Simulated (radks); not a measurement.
The numbers below are computed, except where a source is named.
Task: These are the eigenvalues of the occupied orbitals of an atom or ion with whole-number occupations (hartree). Level of theory: scalar-relativistic Kohn-Sham, PBE, spin-polarised, spherical densities, finite nucleus; Fermi nuclear charge, rms radius of each element as measured or else 0.836 A^(1/3) + 0.57 fm (a radial shooting solver on a logarithmic mesh with Libxc functionals).

orbital  eigenvalue
1s up     -972.7690
1s down   -972.3146
2s up     -228.0549
2s down   -227.2268
2p up     -219.1632

Which element is it, and in what charge state? The configuration may be excited. Open shells, if any, are filled with parallel spins first.

Result: Z = 45, rhodium, charge +40: Rh40+ in [He] 2s2 2p1. The list shows which subshells hold electrons but not how many an open one holds; the 1s level, -972.77 hartree, gives Z - s = 44.1 by -(Z - s)^2/2, which with screening and relativity narrows Z to a few neighbours, and the depths of the outer levels then fix element, charge and occupations together.
